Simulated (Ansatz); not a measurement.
A run for Ansatz (an electronic-structure program): R-PBE0/def2-TZVPPD on CH10Si2 (a complex), monomers drawn apart or pushed together. Files ending in .json are basis or fitting sets from the Basis Set Exchange.

Ansatz 0.2 input:
```yaml
crystal:
  periodic: [false, false, false]
  atoms:
    - {symbol: C, position_ang: [0.05535167, -0.12600641, 0.04638941]}
    - {symbol: H, position_ang: [-0.37250102, -1.04826816, 0.43674512]}
    - {symbol: H, position_ang: [-0.53475486, 0.72179821, 0.39153250]}
    - {symbol: H, position_ang: [1.07997198, -0.02251147, 0.39980190]}
    - {symbol: H, position_ang: [0.04670512, -0.15459481, -1.04226216]}
    - {symbol: Si, position_ang: [1.02338584, 0.53494832, 5.72547268]}
    - {symbol: Si, position_ang: [-1.16209981, -0.21472430, 5.32911467]}
    - {symbol: H, position_ang: [1.75169385, -0.44333590, 6.56999030]}
    - {symbol: H, position_ang: [0.99395502, 1.83869600, 6.43263310]}
    - {symbol: H, position_ang: [1.76307997, 0.70413999, 4.45245981]}
    - {symbol: H, position_ang: [-1.14524626, -1.52618535, 4.63800920]}
    - {symbol: H, position_ang: [-1.90243993, 0.75731657, 4.48969346]}
    - {symbol: H, position_ang: [-1.88083470, -0.36976802, 6.61783578]}
basis:
  gaussian:
    orbitals: def2-TZVPPD.json
hamiltonian:
  xc: {name: PBE0}
scf: {lower_state_search: off}
```

It printed:

```
WARN ansatz: RAYON_NUM_THREADS=1 ignored (pool sized by the plan → 1); use --threads N
Functional definition: PBE0
these checks for a lower state are left out or cut short: stability, starts, cluster_reference, orbital_swaps, neighbouring_geometries, increment
integrals: 0.24 GiB planned
1408 factors; their error is unknown
mean field: 1.87 GiB planned
mean field evaluation 1: about -16942.6698 eV, gradient 4.7e1 eV
mean field evaluation 2: about -16942.3407 eV, gradient 4.5e1 eV
mean field evaluation 4: about -16947.6396 eV, gradient 5.1e-1 eV
mean field evaluation 8: about -16947.6581 eV, gradient 5.0e-1 eV
mean field evaluation 16: about -16947.6584 eV, gradient 2.0e-6 eV
mean field -16947.65836379 eV, -622.8149573340 hartree, gradient 2.0e-6 eV, S^2 0.000000; 0 other end points of the search recorded, 0 dependent functions left out
reference -16947.65840873 eV, -622.8149589854 hartree; 22, 22 occupied and 281, 281 virtual orbitals, 1408 factors
Total energy: -16947.65840873 eV, -622.8149589854 hartree
Checks for a lower state left out: stability, starts, cluster_reference, orbital_swaps, neighbouring_geometries, increment
```

The calculation finished and met its thresholds.

Cost: about 6 core-seconds (a rough figure).
